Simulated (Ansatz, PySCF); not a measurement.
Dimer: NH3 (SMILES N) (first 4 atoms) with H2S (SMILES S); geometry from B3LYP-D3(BJ)/def2-TZVP, rigid monomers moved along the line of their centres of mass till N1···H7 is 2.47 Å.
(charge 0, multiplicity 1):
```xyz
7

N      0.0062     0.1635     0.3251
H     -0.7772    -0.4607     0.1701
H     -0.1930     1.0317    -0.1588
H      0.8211    -0.2526    -0.1111
S      0.7239     0.8695     4.0215
H     -0.2473     0.0597     4.4715
H      0.4458     0.6002     2.7202
```

Quantity: the interaction energy.

Monomers are frozen at their geometry in the pair; levels with a basis set take the counterpoise correction.

Frozen-core correlation. CBS(a, b) extrapolates the correlation energy as X⁻³ and adds the Hartree–Fock energy of set b.

The values were computed with Ansatz (Gaussian orbitals); PySCF for the dispersion terms. Values without a source in brackets are computed.

Costs are ratios of core time to PBE/def2-TZVPPD (roughly 4 s), for whole runs (searches for the state included, and forces where a run took them) on one shared machine, so rough; each difference counts from -3.28 kcal/mol (CCSD(T)/CBS(aug-cc-pV(D+d)Z, aug-cc-pV(T+d)Z), a level with limits of its own).

A star marks coupled-cluster runs past 200 virtual orbitals, where the program's memory plan changes under this machine's limit, so their costs aren't comparable with smaller runs.

```
level                      basis functions  cost  difference (kcal/mol)
-------------------------  ---------------  ----  ---------------------
PBE/def2-TZVPPD                        173    ×1                  -0.14
PBE-D3(BJ)/def2-TZVPPD                 173    ×1                  -0.65
PBE0/def2-TZVPPD                       173    ×1                   0.05
PBE0-D3(BJ)/def2-TZVPPD                173    ×1                  -0.45
B3LYP/def2-TZVPPD                      173    ×2                   0.64
B3LYP-D3(BJ)/def2-TZVPPD               173    ×2                  -0.14
r2SCAN/def2-TZVPPD                     173    ×2                   0.06
r2SCAN-D3(BJ)/def2-TZVPPD              173    ×2                  -0.17
wB97M-V/def2-TZVPPD                    173    ×4                   0.08
wB97X-V/def2-TZVPPD                    173    ×4                  -0.03
CCSD(T)/aug-cc-pV(D+d)Z                100    ×4                   0.36
CCSD(T)/aug-cc-pV(T+d)Z                216  ×40*                   0.13
```

With a budget of 10 times the cost of PBE/def2-TZVPPD, the closest level: wB97X-V/def2-TZVPPD, at -0.03 kcal/mol; next is PBE0/def2-TZVPPD at 0.05 kcal/mol.

Ansatz is a quantum-chemistry and plane-wave program.
